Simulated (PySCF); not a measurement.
From one molecule to another.

First species: 2,5-dimethylhexane, C8H18.
InChI=1S/C8H18/c1-7(2)5-6-8(3)4/h7-8H,5-6H2,1-4H3

Second species: C₄H₈F₂O₂Si.
SMILES: `FC(F)[C@H]1CCO[SiH2]O1`

Levels: PBE0/pcSseg-1 for HOMO energy, LUMO energy and HOMO–LUMO gap. Geometries: GFN2-xTB. All species are isolated and taken at one optimised geometry, non-relativistic unless stated; the electronic structure was computed with PySCF and density fitting.

The conformers computed, where there is a choice (atom-mapped SMILES and torsion angles):
- `[CH3:1][CH:2]([CH3:3])[CH2:4][CH2:5][CH:6]([CH3:7])[CH3:8]`: C1–C2–C4–C5 -63°, C2–C4–C5–C6 -169°, C4–C5–C6–C7 175°

The conformers of `FC(F)[C@H]1CCO[SiH2]O1` aren't listed.

Values for the first species:

```
HOMO energy   : -8.46 eV
LUMO energy   : 1.50 eV
HOMO–LUMO gap : 9.96 eV
```

(1) Estimate the same properties for the second species, and the change in each.

Answers

(1) 
```csv
property,first,second,second less first
HOMO energy,-8.46 eV,-7.92 eV,+0.54 eV
LUMO energy,1.50 eV,0.91 eV,-0.59 eV
HOMO–LUMO gap,9.96 eV,8.83 eV,-1.13 eV
```

